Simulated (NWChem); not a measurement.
System: C$_{4}$H$_{4}$N$_{2}$; SMILES C1C(=C)N=CN=1

Results from NWChem. Structure relaxed at the B3LYP/6-31G* (spherical d) level.

Question: Predict the results for LDA (Slater exchange, VWN5)/def2-TZVP. Quantities: highest occupied level (eV); orbital gap (eV); dipole (D).

Answer: 
- highest occupied level (eV) = -6.57
- orbital gap (eV) = 2.57
- dipole (D) = 2.58
